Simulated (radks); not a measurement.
Question: Coherent X-ray form factor from a spherical all-electron density. All-electron calculation, scalar-relativistic Kohn-Sham, SCAN, spin-unpolarised, spherical densities, finite nucleus; meta-GGA in the generalised Kohn-Sham scheme; Fermi nuclear charge, rms radius of each element as measured or else 0.836 A^(1/3) + 0.57 fm. Program: a radial shooting solver on a logarithmic mesh with Libxc functionals.

sin(theta)/lambda (1/angstrom),f0 (electrons)
0.05,15.901
0.1,15.611
0.15,15.150
0.2,14.548
0.25,13.842
0.3,13.073
0.4,11.491
0.5,10.042
0.6,8.848
0.8,7.222
1,6.208
1.25,5.192
1.5,4.246
2,2.740

The species is in the configuration that NIST lists as its ground one. Which atom or ion scatters so?

Answer: The chromium ion Cr8+, [Ne] 3s2 3p4. Extrapolating in s^2 from the first two rows gives f0(0) = 16.0, near the electron count 16; among species with that count, the fall with angle is slower the higher Z, and the table is that of Z = 24; from so few rows the species is fixed only to a neighbour or two.
